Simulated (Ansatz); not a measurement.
A structure drawn as `[NH2][Al]([F])[Cl]`, with this starting geometry:

```xyz
6

N    -0.680   -0.844    0.448
Al    0.413    0.294   -0.549
F     0.006    0.613   -2.245
Cl    2.201    1.171    0.296
H    -1.622   -0.388    0.564
H    -0.318   -0.845    1.486
```

Total charge 0; spin multiplicity 1.

Problem. Does it keep its bonds when Ansatz relaxes it at PBE-D4/def2-SVP and then PBE0-D4/def2-TZVP?

Solution. Yes, every drawn bond is still there and no new one forms.

Problem. Give the relaxed structure. (An estimate is asked.)

Solution. Computed: 
Z-matrix (Å, degrees):
```
N
Al 1 1.746
H 1 1.006 2 124.6
H 1 1.006 2 124.3 3 -180.0
F 2 1.641 1 119.8 3 -0.0
Cl 2 2.079 1 121.2 3 180.0
```
All modes are real.

Atoms count as bonded under 1.1 times the sum of their covalent radii (H–H under 0.85 Å, pairs among N, O and F under 1.55 Å), and a drawn bond as lost past 1.3 times.
